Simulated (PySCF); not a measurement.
## Exact simulation of a proton spin system

Molecule: SMILES FC(F)c1ccco1, C5H4F2O.

Geometry (Å), atoms numbered from 1 in this order:
```xyz
12

F     2.2426   -0.7938    1.2322
C     1.8656   -0.3123    0.0247
F     2.5424    0.8412   -0.1635
C     0.3990   -0.0719   -0.0259
C    -0.4165    0.8404    0.5776
C    -1.7393    0.5247    0.1444
C    -1.6164   -0.5522   -0.6844
O    -0.3254   -0.9170   -0.7900
H     2.1651   -1.0378   -0.7513
H    -0.1046    1.6377    1.2483
H    -2.6628    1.0324    0.4136
H    -2.3306   -1.1431   -1.2517
```

Method: coordinates at the PBE0-D3(BJ)/def2-SVP level, GIAO KT2/pcSseg-2 shieldings, J couplings at B3LYP/pcJ-1 (spin–dipole term only in couplings to heteroatoms), in PySCF 2.14 (isolated molecule, rapidly exchanging positions averaged, non-relativistic, a single conformation).

Chemical shifts δ = σref − σ; ¹H (31.18 ppm) vs TMS, all at this level.

The 6-spin Hamiltonian (Zeeman plus full scalar coupling among like nuclei) was diagonalised exactly; lines are Lorentzian, 0.7 Hz wide, and the maxima above 3 % are listed with the tallest set to 100.

Peak list at 500 MHz for the spins F1/F3/H9/H10/H11/H12:
δ in ppm (height): 7.465 (34), 7.463 (66), 7.462 (75), 7.461 (73), 7.459 (74), 7.458 (76), 7.457 (66), 7.455 (34), 6.900 (50), 6.880 (26), 6.873 (59), 6.867 (61), 6.860 (28), 6.780 (100), 6.660 (50), 6.597 (46), 6.596 (48), 6.592 (50), 6.591 (52), 6.590 (44), 6.589 (50), 6.588 (48), 6.584 (45), 6.583 (43)

Problem. Extract the chemical shifts and coupling constants behind this pattern (give the signs of the calculation).

Solution. 
Shifts (ppm): F1/F3 -140.9, H9 6.78, H10 6.87, H11 6.59, H12 7.46.
Couplings (Hz): F1–F3: 274.6; F1–H9, F3–H9: 60.1; F1–H10, F3–H10: -3.0; F1–H11, F3–H11: 0.6; F1–H12, F3–H12: -1.2; H9–H10: -0.3; H9–H11: 0.6; H10–H11: 4.0; H10–H12: 0.6; H11–H12: 2.2.
These are the parameters used. A line list fixes at most the relative signs, and those only where coupling is strong; other parameter sets or atom labellings may fit too, and couplings well below the line width leave little trace.

Unscaled 3J(H,H) at this level run about 10 % above measured values.
